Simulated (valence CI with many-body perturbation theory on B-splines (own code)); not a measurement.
# Os⁶⁹⁺: electric-dipole lines

Calculated by valence CI with perturbative core correlation (CI+MBPT): five valence electrons over a frozen Dirac-Fock core [He], radial functions for each j: 11 s, 11 p, 10 d, 8 f, 5 g, 2 h, with the one-electron correlation potential Σ1, the two-electron term Σ2, the three-electron term Σ3, Breit, model QED; selected CI, second order for the rest, scaled by the run's own slope (own B-spline code, finite nucleus).

No measured spectrum was set against this ion. As an estimate, large intervals hold to a few tenths of a per cent, small ones and those within an open d or f shell to about a per cent. Among the levels kept, up to 7600 cm⁻¹ of a level comes from second order outside the variational space, and about a tenth of that is noise between levels of different J, which matters for small intervals.

Lines 151 to 200 of 600 in falling wavelength, among levels below 13915 eV, chosen from the strongest by gf and those to the six lowest levels. Wavelengths and rates use the calculated energies. Electric multipoles are in the length gauge, E1 and E2 with the static RPA response of the core. Weak lines are less certain than strong ones. Lines between different terms over intervals too small for the method are left out, as are lines whose strength nearly cancels. The highest levels of a list are the least certain.

Levels are named by their leading jj configuration (3d3/2^4 stands for four electrons in 3d with j = 3/2), which in mixed levels can hold well under half, so a name can repeat and another be missing. Letters in brackets count levels of one name in rising energy.

```csv
λ vac (nm),Upper,Lower,A (s⁻¹),S (a.u.)
2.094,(2s^2 2p1/2 2p3/2 3d3/2) J=5/2 [b],(2s^2 2p1/2 2p3/2 3p1/2) J=5/2,4.92e+11,1.34e-02
2.093,(2s 2p1/2^2 2p3/2 3p3/2) J=3/2 [a],(2s 2p1/2^2 2p3/2 3s) J=5/2,4.15e+11,7.51e-03
2.088,(2s 2p1/2 2p3/2^2 3p3/2) J=5/2 [b],(2s 2p1/2 2p3/2^2 3s) J=5/2 [b],1.36e+12,3.68e-02
2.078,(2s 2p1/2 2p3/2^2 3p3/2) J=5/2 [e],(2s 2p1/2 2p3/2^2 3s) J=3/2 [b],5.20e+11,1.38e-02
2.074,(2s 2p1/2 2p3/2^2 3d3/2) J=5/2 [f],(2s 2p1/2 2p3/2^2 3p1/2) J=5/2 [c],3.56e+11,9.41e-03
2.072,(2s^2 2p1/2 2p3/2 3p3/2) J=5/2 [b],(2s^2 2p1/2 2p3/2 3s) J=3/2 [b],1.06e+12,2.78e-02
2.067,(2s 2p1/2^2 2p3/2 3p3/2) J=3/2 [b],(2s 2p1/2^2 2p3/2 3s) J=1/2,1.16e+12,2.01e-02
2.050,(2s 2p1/2^2 2p3/2 3p3/2) J=1/2 [b],(2s 2p1/2^2 2p3/2 3s) J=1/2,1.64e+12,1.40e-02
2.047,(2s^2 2p1/2 2p3/2 3p3/2) J=5/2 [b],(2s^2 2p1/2 2p3/2 3s) J=5/2,1.11e+12,2.83e-02
2.045,(2s^2 2p1/2 2p3/2 3p3/2) J=3/2 [b],(2s^2 2p1/2 2p3/2 3s) J=1/2,6.01e+11,1.01e-02
2.028,(2s 2p1/2^2 2p3/2 3p3/2) J=5/2 [a],(2s 2p1/2^2 2p3/2 3s) J=5/2,1.16e+12,2.87e-02
2.016,(2s 2p1/2 2p3/2^2 3p3/2) J=1/2 [d],(2s 2p1/2 2p3/2^2 3s) J=3/2 [d],9.71e+11,7.84e-03
2.014,(2p1/2^2 2p3/2^2 3p3/2) J=3/2,(2p1/2^2 2p3/2^2 3s) J=3/2,1.51e+12,2.44e-02
2.010,(2s 2p1/2 2p3/2^2 3p3/2) J=3/2 [f],(2s 2p1/2 2p3/2^2 3s) J=3/2 [d],5.03e+11,8.06e-03
2.009,(2s^2 2p1/2 2p3/2 3p3/2) J=3/2 [b],(2s^2 2p1/2 2p3/2 3s) J=3/2 [a],6.62e+11,1.06e-02
2.005,(2s^2 2p3/2^2 3p3/2) J=3/2 [a],(2s^2 2p3/2^2 3s) J=3/2,1.69e+12,2.69e-02
2.001,(2s 2p1/2 2p3/2^2 3p3/2) J=3/2 [f],(2s 2p1/2 2p3/2^2 3s) J=3/2 [c],8.83e+11,1.40e-02
1.991,(2s 2p1/2 2p3/2^2 3p3/2) J=5/2 [b],(2s 2p1/2 2p3/2^2 3s) J=7/2,5.88e+11,1.37e-02
1.991,(2s^2 2p1/2 2p3/2 3p3/2) J=1/2 [b],(2s^2 2p1/2 2p3/2 3s) J=3/2 [b],2.01e+12,1.57e-02
1.984,(2s 2p1/2 2p3/2^2 3p3/2) J=1/2 [d],(2s 2p1/2 2p3/2^2 3s) J=1/2 [b],1.05e+12,8.11e-03
1.976,(2p1/2^2 2p3/2^2 3p3/2) J=3/2,(2p1/2^2 2p3/2^2 3s) J=5/2,4.06e+11,6.19e-03
1.969,(2s^2 2p3/2^2 3p3/2) J=3/2 [a],(2s^2 2p3/2^2 3s) J=5/2,4.49e+11,6.77e-03
1.846,(2s 2p1/2 2p3/2^2 3p3/2) J=5/2 [e],(2s 2p1/2 2p3/2^2 3s) J=5/2 [b],2.84e+11,5.29e-03
0.6592,(2s 2p1/2 2p3/2^2 3d5/2) J=9/2 [a],(2s^2 2p1/2 2p3/2 3d5/2) J=7/2 [a],3.16e+12,4.47e-03
0.6584,(2s 2p1/2 2p3/2^2 3p3/2) J=7/2 [a],(2s^2 2p1/2 2p3/2 3p3/2) J=5/2 [a],3.35e+12,3.78e-03
0.6581,(2s 2p1/2 2p3/2^2 3d5/2) J=9/2 [b],(2s^2 2p1/2 2p3/2 3d5/2) J=7/2 [b],1.96e+12,2.76e-03
0.6580,(2s 2p1/2 2p3/2^2 3s) J=5/2 [a],(2s^2 2p1/2 2p3/2 3s) J=3/2 [a],3.81e+12,3.21e-03
0.6578,(2s 2p1/2 2p3/2^2 3p3/2) J=7/2 [b],(2s^2 2p1/2 2p3/2 3p3/2) J=5/2 [b],2.96e+12,3.32e-03
0.6557,(2s 2p1/2 2p3/2^2 3d3/2) J=5/2 [a],(2s^2 2p1/2 2p3/2 3d3/2) J=3/2 [a],2.44e+12,2.04e-03
0.6542,(2s 2p1/2 2p3/2^2 3p1/2) J=5/2 [a],(2s^2 2p1/2 2p3/2 3p1/2) J=3/2 [a],3.62e+12,3.00e-03
0.6531,(2s 2p1/2 2p3/2^2 3d3/2) J=7/2 [a],(2s^2 2p1/2 2p3/2 3d3/2) J=5/2 [a],2.85e+12,3.14e-03
0.6503,(2s 2p1/2 2p3/2^2 3d5/2) J=11/2,(2s^2 2p1/2 2p3/2 3d5/2) J=9/2,3.22e+12,5.25e-03
0.6496,(2s 2p1/2 2p3/2^2 3s) J=7/2,(2s^2 2p1/2 2p3/2 3s) J=5/2,3.77e+12,4.08e-03
0.6492,(2s 2p1/2 2p3/2^2 3d3/2) J=5/2 [b],(2s^2 2p1/2 2p3/2 3d3/2) J=3/2 [b],2.58e+12,2.09e-03
0.6489,(2s 2p1/2 2p3/2^2 3d3/2) J=7/2 [b],(2s^2 2p1/2 2p3/2 3d3/2) J=5/2 [b],2.70e+12,2.91e-03
0.6487,(2s 2p1/2 2p3/2^2 3p1/2) J=5/2 [b],(2s^2 2p1/2 2p3/2 3p1/2) J=3/2 [b],3.39e+12,2.74e-03
0.6481,(2s 2p1/2 2p3/2^2 3p3/2) J=9/2,(2s^2 2p1/2 2p3/2 3p3/2) J=7/2,3.30e+12,4.44e-03
0.6472,(2s 2p1/2 2p3/2^2 3d3/2) J=9/2,(2s^2 2p1/2 2p3/2 3d3/2) J=7/2,3.23e+12,4.32e-03
0.6471,(2s 2p1/2 2p3/2^2 3p1/2) J=7/2,(2s^2 2p1/2 2p3/2 3p1/2) J=5/2,3.62e+12,3.87e-03
0.6435,(2s 2p1/2 2p3/2^2 3d5/2) J=7/2 [b],(2s^2 2p1/2 2p3/2 3d5/2) J=5/2 [b],1.73e+12,1.82e-03
0.6411,(2s 2p1/2^2 2p3/2^2) J=5/2,(2s^2 2p1/2^2 2p3/2) J=3/2,3.77e+12,2.94e-03
0.6408,(2p1/2^2 2p3/2^2 3p3/2) J=5/2,(2s 2p1/2^2 2p3/2 3p3/2) J=3/2 [b],6.53e+12,5.09e-03
0.6391,(2s 2p1/2 2p3/2^3) J=3/2 [a],(2s^2 2p1/2 2p3/2^2) J=5/2,3.99e+11,2.06e-04
0.6360,(2p1/2^2 2p3/2^2 3s) J=5/2,(2s 2p1/2^2 2p3/2 3s) J=3/2 [b],9.43e+12,7.19e-03
0.6348,(2p1/2^2 2p3/2^2 3p3/2) J=7/2,(2s 2p1/2^2 2p3/2 3p3/2) J=5/2 [b],1.14e+13,1.16e-02
0.6347,(2p1/2^2 2p3/2^2 3p3/2) J=5/2,(2s 2p1/2^2 2p3/2 3p3/2) J=5/2 [b],2.39e+12,1.81e-03
0.6332,(2p1/2^2 2p3/2^2 3p1/2) J=3/2,(2s 2p1/2^2 2p3/2 3p1/2) J=1/2,9.44e+12,4.73e-03
0.6331,(2p1/2^2 2p3/2^2 3p1/2) J=5/2,(2s 2p1/2^2 2p3/2 3p1/2) J=3/2 [b],1.10e+13,8.28e-03
0.6322,(2p1/2^2 2p3/2^2 3s) J=3/2,(2s 2p1/2^2 2p3/2 3s) J=3/2 [b],4.47e+12,2.23e-03
0.6318,(2s 2p1/2 2p3/2^2 3p3/2) J=5/2 [b],(2s^2 2p1/2 2p3/2 3p3/2) J=3/2 [a],4.21e+12,3.15e-03
```
